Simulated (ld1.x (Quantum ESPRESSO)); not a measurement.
# Hg (Z = 80): one change to a TM potential, before and after

```
Element                 : mercury (Hg)
Generator               : ld1.x (Quantum ESPRESSO) 7.5
Type                    : norm-conserving Troullier–Martins (Kleinman–Bylander form)
Functional              : LDA (PZ)
Relativity              : non-relativistic
Frozen core             : [Kr] 4d10 4f14
Valence charge          : 20
Reference configuration : 5s2 5p6 5d10 6s1.5 6p0.5
Partial waves           : 5s (bound): rc 1.20 bohr; 5p (bound): rc 1.65 bohr; 5f channel at 0.15 Ry: rc 1.65 bohr; 5d (bound): rc 2.05 bohr
Local potential         : the d channel
Core correction         : none
```

Occupied shells without a wave of their own: 6p, 6s. They enter only through the test configuration that unscreens the potential.

Change: local potential the f channel.

Cutoffs: the cutoffs (Ry, on a coarse ladder) from which the occupation-weighted sum of valence levels, in a spherical-Bessel basis at the reference potential, stays within 10 and 1 mRy of its value at 400 Ry; they do not see the model core or the augmentation charge, which bear on the density cutoff. Errors are all-electron minus pseudo energies relative to the spin-unpolarised reference configuration.

Q: Predict the effect on cutoff, ghosts and configuration errors.

A: The potential gets neither clearly harder nor softer (110 Ry and 180 Ry → 110 Ry and 180 Ry); the miss of the reference levels goes from 0.04 to 0.34 eV; of the 9 tests that both files solve, the error grows in 8 and shrinks in 1 by more than 15 % and 0.3 meV (median size 42.1 → 259.7 meV); the range in which the s phases agree narrows (upper end at the end of the scan → -0.9); the range in which the d phases agree narrows (upper end at the end of the scan → 2.5); neither file shows a bound ghost.

| quantity | base | changed |
| --- | --- | --- |
| cutoff, loose | 110 Ry | 110 Ry |
| cutoff, tight | 180 Ry | 180 Ry |
| bound ghosts | none | none |
| largest miss of a reference level, eV | 0.04 | 0.34 |
| error for 5s2 5p6 5d10 6s2 6p0, meV [ΔE -2.08 eV] | -38 | -142 |
| error for 5s2 5p6 5d10 6s1 6p0, meV [ΔE 6.94 eV] | -5.8 | +257 |
| error for 5s2 5p6 5d10 6s0 6p0, meV [ΔE 23.32 eV] | +44 | +861 |
| error for 5s2 5p5 5d10 6s2 6p0, meV [ΔE 66.22 eV] | -114 | -279 |
| error for 5s2 5p6 5d9 6s0 6p0, meV [ΔE 60.06 eV] | +42 | +1198 |
| error for 5s1 5p6 5d10 6s2 6p0, meV [ΔE 98.14 eV] | -77 | -256 |
| error for 5s2 5p6 5d10 6s0 6p2, meV [ΔE 6.61 eV] | +143 | +471 |
| error for 5s2 5p6 5d10 6s1.5 6p0.5 (spin-polarised), meV [ΔE -0.11 eV] | +0.4 | -0.1 |
| error for 5s2 5p6 5d10 6s1 6p0 (spin-polarised), meV [ΔE 6.77 eV] | -5.4 | +260 |
| s: phases at 2.25 bohr within 0.05 rad from the reference energy up to (Ry; the scan ends near 5) | to the end of the scan | -0.9 |
| p: phases at 2.25 bohr within 0.05 rad from the reference energy up to (Ry; the scan ends near 5) | 0.5 | 0.5 |
| d: phases at 2.25 bohr within 0.05 rad from the reference energy up to (Ry; the scan ends near 5) | to the end of the scan | 2.5 |
| f: phases at 2.25 bohr within 0.05 rad from the reference energy up to (Ry; the scan ends near 5) | n/a | n/a |

Changed file: The 6p, 6s levels have no wave, so the channel is fitted at the deeper level alone: the likely source of the large errors.
